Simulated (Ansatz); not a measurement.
Two structures of GeH$_{4}$BrF, closed shell, reached by relaxing down either side of one saddle point (PBE0-D4/def2-TZVP). Energies are electronic, without zero-point energy. Program: Ansatz 0.2.0. Basis: def2-TZVPP and def2-QZVPP. Cores are frozen in the correlated methods. Filled d shells of the heavier atoms are correlated. The def2 sets are not built for correlating such inner shells, so the correlated values are less sure here. Extrapolation: Hartree–Fock as exp(−7.88 √X), correlation as X^−2.97. First:

```csv
atom,x (Å),y (Å),z (Å)
Ge1,-0.9021,-0.6405,0.1821
F2,0.5785,-0.0608,0.9338
H3,-0.4538,-1.4130,-1.0606
H4,-1.7128,0.6155,-0.1453
H5,-1.5620,-1.5277,1.2408
H6,1.7383,1.1049,-0.0628
Br7,2.3139,1.9217,-1.0881
```

Second:

```
atom    x (Å)    y (Å)    z (Å)
 Ge1  -0.8803  -0.2614  -0.6063
  F2   1.8129   0.1623   2.0374
  H3  -0.8202  -1.3670  -1.6617
  H4  -2.0963   0.6480  -0.7909
  H5  -0.7427  -0.7904   0.8197
  H6   1.7402   0.5242   1.1834
 Br7   0.9863   1.0842  -0.9819
```

(1) Which bonds change from the first to the second?

(2) Give the saddle point's structure and its height above each. (Judge from chemistry; the value comes from the calculation.)

The T1 diagnostic stays at or below 0.011. The end structure is not quite a true minimum (one mode of 30i cm⁻¹).

## Answers

(1) GeH₃F ([F][GeH3]) + HBr → GeH₃Br ([GeH3][Br]) + HF; bonds formed: Ge1–Br7, F2–H6; bonds broken: Ge1–F2, H6–Br7.

(2) By the calculation: 24.41 kcal/mol above the first and 31.93 kcal/mol above the second (CCSD(T) at an estimated basis limit (MP2 extrapolated from triple and quadruple zeta, plus CCSD(T) − MP2 in triple zeta)).
Ge1  (-0.633, -0.342, -0.110)
F2  (0.904, 0.007, 1.229)
H3  (-0.276, -1.258, -1.275)
H4  (-1.572, 0.837, -0.339)
H5  (-1.136, -1.183, 1.077)
H6  (1.397, 0.614, 0.555)
Br7  (1.317, 1.325, -1.137)
(Å)

Labels in which every atom is bracketed show which atoms are joined, not bond orders.

For scale, one of the runs: CCSD(T)/def2-TZVPP, 183 basis functions (an equivalent command: `ansatz run in.yaml --threads 4`). Time: 73 s of wall clock on 4 CPU threads; the host was shared. Peak host memory: 2 GiB.
